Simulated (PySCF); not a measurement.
C4H4F2, SMILES FC1=CC[C@H]1F.

Geometry: PBE-D3(BJ)/def2-SVP. The structure was generated by enumeration; whether it is a known compound was not checked.

Two levels are set side by side: PBE/def2-TZVP (PySCF) and M06-2X/def2-TZVP (PySCF). Same geometry, gas phase. Differences are taken from unrounded values.

```csv
quantity,M06-2X
orbital gap (eV),9.59
highest occupied level (eV),-8.88
lowest empty level (eV),0.71
dipole moment (D),2.46
mean polarisability (bohr³),45.1
```

**Question.** What does PBE give, and how far is it from M06-2X? (An estimate is asked for; the answer gives what the named calculation found.)

**Answer.** 
| quantity | PBE | PBE minus M06-2X |
|---|---|---|
| orbital gap (eV) | 5.16 | -4.43 |
| highest occupied level (eV) | -6.39 | 2.49 |
| lowest empty level (eV) | -1.24 | -1.94 |
| dipole moment (D) | 2.14 | -0.32 |
| mean polarisability (bohr³) | 47.2 | 2.0 |

Without exact exchange PBE keeps part of each electron's self-repulsion, which lifts occupied levels and narrows the gap. PBE's more diffuse valence density responds more strongly to a field. Differences between two approximate levels are no errors against the true value.

Rough cost on one machine, each run with all the roots and properties that it gave: M06-2X against PBE about 3 times.
